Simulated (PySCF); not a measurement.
C3H6BFO2, SMILES [C@]1(C)(OCB1O)F. Atoms are numbered in the order given.

```xyz
13

C     -1.8033    -0.7292    -0.2365
C     -0.5092    -0.1507     0.2590
F     -0.3006    -0.6144     1.5573
O     -0.5199     1.2555     0.2560
C      0.8031     1.4752    -0.2979
B      0.8962    -0.0850    -0.5216
O      1.7611    -0.9099    -1.1148
H     -1.7850    -1.8271    -0.1858
H     -2.6252    -0.3606     0.3964
H     -1.9935    -0.4172    -1.2730
H      0.7651     2.1330    -1.1831
H      1.4881     1.9280     0.4407
H      1.5023    -1.8381    -1.0796
```

The structure is a stationary point at PBE0-D3(BJ)/def2-SVP. The structure was generated by enumeration; whether it is a known compound was not checked. The values are those of a single conformer.

Method: TDDFT-PBE/def2-SVPD in PySCF 2.14.0.

Vertical excitations. Gas-phase values at a fixed geometry.

| state | energy (eV) | λ (nm) | f | main pairs |
|---|---|---|---|---|
| S1 | 5.07 | 245 | 0.000 | HOMO→LUMO 99 % |
| S2 | 5.30 | 234 | 0.004 | HOMO−1→LUMO 99 % |
| S3 | 5.63 | 220 | 0.001 | HOMO→LUMO+1 100 % |
| S4 | 5.82 | 213 | 0.001 | HOMO−1→LUMO+1 99 % |
| S5 | 6.12 | 203 | 0.005 | HOMO−2→LUMO 99 % |
| S6 | 6.70 | 185 | 0.025 | HOMO−2→LUMO+1 99 % |
| S7 | 6.93 | 179 | 0.001 | HOMO→LUMO+2 97 % |
| S8 | 7.04 | 176 | 0.001 | HOMO−3→LUMO 99 % |
| S9 | 7.10 | 175 | 0.015 | HOMO−1→LUMO+2 97 % |
| S10 | 7.11 | 174 | 0.029 | HOMO→LUMO+3 97 % |
| T1 | 4.62 | 269 | 0 | HOMO→LUMO 60 %, HOMO−1→LUMO 40 % |
| T2 | 4.82 | 257 | 0 | HOMO−1→LUMO 60 %, HOMO→LUMO 40 % |
| T3 | 5.55 | 223 | 0 | HOMO−2→LUMO 97 % |
| T4 | 5.59 | 222 | 0 | HOMO→LUMO+1 96 % |
Triplets are in the Tamm–Dancoff approximation, which puts them higher than full response would, so one can lie above its singlet here.
